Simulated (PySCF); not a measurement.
## Excitation energy of Se by level of theory

Se [Ar] 3d10 4s2 4p4 (3P) → Se [Ar] 3d10 4s1 4p4 4d1 (high-spin determinant), as a difference of total energies. All numbers are calculated (PySCF 2.14, scalar relativity through the core potential, in aug-cc-pVQZ-PP with ECP10MDF (7s6p5d3f2g, 89 functions)). Correlated levels: valence: 3s2 3p6 3d10 frozen. The calculations carry no spin-orbit coupling.

```tsv
method	excitation energy (cm⁻¹)
UHF	144780
LDA	154230
PBE	150470
PBE0	151080
LC-wPBE	154860
BLYP	152870
wB97X-V	155970
MP2 (valence)	148760
SCS-MP2 (valence)	150310
```

**Question.** Estimate what revPBE gives.

**Answer.** 148880 cm⁻¹, closest to MP2 (valence) among the rows shown.

**Question.** Estimate what r2SCAN gives.

**Answer.** 150400 cm⁻¹, closest to PBE among the rows shown.

The upper state lies above the first ionisation limit, where it may autoionise and the basis confines it.

The promoted electron is Rydberg-like, and one or two diffuse shells describe it only roughly, which tends to raise the upper state.

In the upper state the promoted electron has a positive orbital energy at LDA, BLYP, so the basis confines it.

The determinant of the upper state mixes LS terms, which raises its energy above the lowest term, most at the Hartree-Fock and MP2 levels.
